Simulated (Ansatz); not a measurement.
Isolated molecules relaxed with PBE0-D4/def2-TZVP in Ansatz; ΔE leaves out vibrations. CCSD(T)/CBS is the MP2 limit (def2-TZVPP, def2-QZVPP) plus CCSD(T) − MP2 in def2-TZVPP, frozen cores. For Se outer-core shells are correlated without core-valence functions, which leaves a few kJ/mol of doubt a bond. Scalar relativity is left out up to krypton. One conformer a species, not always the lowest.

Consider the substitution at a C–Si bond: `OC(F)[SiH2][SiH3]` + `C[SeH]` → `C[Se]C(O)F` + `[SiH3][SiH3]`.

| species | MP2/CBS(def2) energy (Eh) |
| --- | --- |
| `OC(F)[SiH2][SiH3]` | -795.27451 |
| `C[SeH]` | -2441.11570 |
| `C[Se]C(O)F` | -2654.70289 |
| `[SiH3][SiH3]` | -581.68386 |

Work out ΔE.

ΔE = (-2654.70289) + (-581.68386) − (-795.27451) − (-2441.11570) = 0.00346 Eh = +2.2 kcal/mol. CCSD(T)/CBS gives +2.9 kcal/mol.

Largest T1 diagnostic among the species: 0.013.

In def2-TZVPP, CCSD(T) changes the Hartree–Fock value by −1.5 kcal/mol (the triples alone add −0.4 kcal/mol) and MP2 by −2.2 kcal/mol.
